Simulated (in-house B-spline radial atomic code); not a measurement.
## RPA and G0W0 on CAM-B3LYP: S VI (S5+)

Configuration [Ne] 3s1, highest spin, mean-field start CAM-B3LYP. Computed with an all-electron radial atomic-structure program (B-spline basis): all electrons, non-relativistic, point nucleus, each spin shell either full or empty, empty states to l = 9 with an (l + 1/2)⁻⁴ tail; G0W0 by contour deformation at full frequency.

Command:
```bash
python run_gw.py task.json out
```
Settings (radii: box in bohr, nucleus in fm):
```
Z                        16
electrons                11
configuration            [Ne] 3s1
hamiltonian              nr
method                   camb3lyp
lmax                     9
spin_polarised           True
box_radius               10.43
intervals                47
ion_configuration        [He] 2s2 2p6
```

Time taken, with all properties: 1.3 s on 1 thread of Arm Neoverse V2, on a shared host.

Energies (hartree):

```csv
term,value
mean-field total,-391.21130
Hartree-Fock functional on these orbitals,-390.76844
direct second order,-0.70449
second-order exchange,0.26226
SOSEX correction,0.24492
```

Q: What is the RPA correlation energy, and what remains with SOSEX?

A: RPA gives -0.64514 hartree (-1.6 eV per electron); RPA + SOSEX gives -0.40023, and the second-order doubles -0.44222 hartree (no singles). SOSEX takes back 38 % of the RPA value.

Quasi-particle levels (eV):

```json
{"level": "3s up", "occupied": "yes", "mean field": "-84.98", "Σx - vxc": "-2.46", "Σc": "?", "QP weight": "?", "G0W0": "?"}
{"level": "2p down", "occupied": "yes", "mean field": "-243.60", "Σx - vxc": "-17.45", "Σc": "2.89", "QP weight": "0.959", "G0W0": "-258.17"}
{"level": "2p up", "occupied": "yes", "mean field": "-244.04", "Σx - vxc": "-17.66", "Σc": "2.94", "QP weight": "0.950", "G0W0": "-258.76"}
{"level": "3s down", "occupied": "no", "mean field": "-76.32", "Σx - vxc": "6.06", "Σc": "-2.15", "QP weight": "0.960", "G0W0": "-72.41"}
```

G0W0 = mean field + (Σx - vxc) + Σc, with Σc (partial-wave tail included) taken at the quasi-particle energy. Only the outer levels were computed. Levels of low weight are left out.

Q: Where does G0W0 put 3s up?

A: At -88.85 eV, with Σc = -1.42 eV and a quasi-particle weight of 0.977. The tabulated removal energy is 88.053 eV (NIST, measured); the calculation leaves out relativity, Breit and QED terms, and what these don't explain is the method's own error.

Q: What does it cost to remove one electron (to [He] 2s2 2p6) by differences of total energies, each species on its own start (correlation terms add to the Hartree-Fock functional)?

A: CAM-B3LYP 88.84 eV, Hartree-Fock functional 87.32 eV, + RPA 88.48 eV, + RPA + SOSEX 87.76 eV, + second order 87.87 eV. Tabulated: 88.053 eV (NIST, measured); the calculation leaves out relativity, Breit and QED terms, and what these don't explain is the method's own error.
